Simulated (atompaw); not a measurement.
**Pseudopotential generation for tungsten (W): PAW (atompaw), PBE, scalar-relativistic.**

- Element: W
- Generator: atompaw 4.2.0.5
- Type: PAW
- Functional: PBE
- Relativity: scalar-relativistic
- Frozen core: [Kr] 4d10 4f14
- Valence charge: 14
- Reference configuration: 5s2 5p6 5d4 6s2 6p0
- Partial waves: 5s (bound); 6s (bound); 5p (bound); 6p (bound, empty); 5d (bound); 5d channel at 0.45 Ry
- Local potential: vpsmatchnc scheme with l = 3 at -0.5 Ry, radius 2.45 bohr
- Core correction: smooth core density matched at 1.50 bohr
- Augmentation charge: sinc compensation charge, radius 2.45 bohr; PAW radius 2.60 bohr; waves and projectors: bloechl

Poles of the logarithmic derivatives, all-electron (AE) and pseudo (PS). s: poles at -5.8, 2.3 (AE) and -5.8, 1.3, 3.6 (PS) Ry. p: poles at -3.1, 4.0 (AE) and -3.1, 3.1 (PS) Ry. d: poles at 0.3 (AE) and 0.3 (PS) Ry. Test radius 2.60 bohr.

- Cutoffs needed: 90 Ry and 110 Ry (the cutoffs (Ry, on a coarse ladder) from which the occupation-weighted sum of valence levels, in a spherical-Bessel basis at the reference potential, stays within 10 and 1 mRy of its value at 400 Ry)
- Ghost test: no extra level below or beside the all-electron valence levels (s, p, d, f tested) (spherical-Bessel basis up to 400 Ry, 20 bohr box)
- Lowest eigenvalue of the overlap operator: 0.06 (s channel)
- Overlap eigenvalues printed by atompaw (projector basis): 0.00357, 0.00416, 0.0617, 0.618, 4.72, 16
- Warning: the pseudo core plus compensation charge is negative at some radii, so no UPF file was written
- Share of each valence orbital outside the PAW sphere: 5s 0 %, 6s 66 %, 5p 1 %, 6p 91 %, 5d 23 %
